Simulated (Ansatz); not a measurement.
C$_{2}$H$_{6}$BS, SMILES `CC[B]S` radical at its PBE0-D4/def2-TZVP geometry, where that method's forces vanish. The species carries charge 0 and has multiplicity 2.

```
atom    x (Å)    y (Å)    z (Å)
  C1  -0.2815   1.3052  -0.6619
  C2   0.0157  -0.1524  -0.3159
  B3  -0.4160  -0.6283   1.0920
  S4   0.0881  -1.9122   2.1613
  H5   0.0120   1.5379  -1.6883
  H6   0.2587   1.9848   0.0007
  H7  -1.3458   1.5235  -0.5554
  H8  -0.5224  -0.8133  -1.0130
  H9   1.0799  -0.3771  -0.4762
 H10   1.1113  -2.4679   1.4566
```

(1) For each bond, give half the difference of the two atoms' forces along it (eV/Å; positive pushes the atoms apart) under PBE-D4, r2SCAN-D4, B3LYP-D4, ωB97M-V in def2-TZVPP. (Estimate.)

## Answers

(1) Computed: 
| bond | length (Å) | PBE-D4 | r2SCAN-D4 | B3LYP-D4 | ωB97M-V |
| --- | --- | --- | --- | --- | --- |
| C1–C2 | 1.527 | 0.03 | 0.15 | 0.22 | 0.19 |
| C1–H5 | 1.093 | 0.09 | -0.05 | -0.08 | -0.09 |
| C1–H6 | 1.092 | 0.10 | -0.04 | -0.06 | -0.08 |
| C1–H7 | 1.092 | 0.10 | -0.04 | -0.06 | -0.08 |
| C2–B3 | 1.548 | -0.07 | -0.04 | -0.04 | 0.01 |
| C2–H8 | 1.101 | 0.14 | -0.01 | -0.08 | -0.11 |
| C2–H9 | 1.099 | 0.17 | -0.02 | -0.05 | -0.08 |
| B3–S4 | 1.745 | 0.01 | 0.03 | 0.05 | 0.02 |
| S4–H10 | 1.361 | 0.35 | 0.06 | 0.03 | -0.10 |

B3LYP here is the variant with VWN-RPA as its local correlation; programs differ in this.
